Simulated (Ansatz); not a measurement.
Calculated with Ansatz (gas phase, PBE0-D4/def2-TZVP geometries, no zero-point term in ΔE). CBS: MP2 limit from def2 TZ/QZ plus the TZ coupled-cluster correction, frozen cores. This one scheme is used for every species. Functionals use def2-TZVPP. HSE06 is defined as in plane-wave codes. One conformer a species, not always the lowest.

`N[SiH]1BO1` + SiH₄ → `[SiH3][SiH]1BO1` + NH₃  (formal exchange of groups at the Si–N bond)

```json
{"level": "B97M-V", "ΔE (kJ/mol)": "56.5"}
{"level": "r2SCANh-D4", "ΔE (kJ/mol)": "60.2"}
{"level": "BHLYP-D4", "ΔE (kJ/mol)": "71.5"}
{"level": "r2SCAN", "ΔE (kJ/mol)": "59.0"}
{"level": "HSE06", "ΔE (kJ/mol)": "53.3"}
{"level": "HF/def2-SVP", "ΔE (kJ/mol)": "78.8"}
{"level": "MP2/def2-QZVPP", "ΔE (kJ/mol)": "72.1"}
{"level": "SCS-MP2/def2-QZVPP", "ΔE (kJ/mol)": "74.5"}
```

Task: What does CCSD(T)/CBS give? (Estimate.)

Result: The calculation gave: +63.8 kJ/mol. The listed levels differ from it by -7.3, -3.6, 7.7, -4.8, -10.5, 15.0, 8.3, 10.7 kJ/mol.

Largest T1 diagnostic among the species: 0.017.

In def2-TZVPP, CCSD(T) changes the Hartree–Fock value by −19.9 kJ/mol (the triples alone add −3.4 kJ/mol) and MP2 by −12.1 kJ/mol. From BLYP to BHLYP (50 % exact exchange), in def2-TZVPP and without D4, ΔE moves by +15.3 kJ/mol. Leaving LDA and LC-ωPBE aside and taking each functional with its dispersion term where it has one, the values, not all of them listed here, spread over 27.8 kJ/mol, from PBE-D4 to CAM-B3LYP-D4. LDA lies +8.9 kJ/mol from PBE without D4.
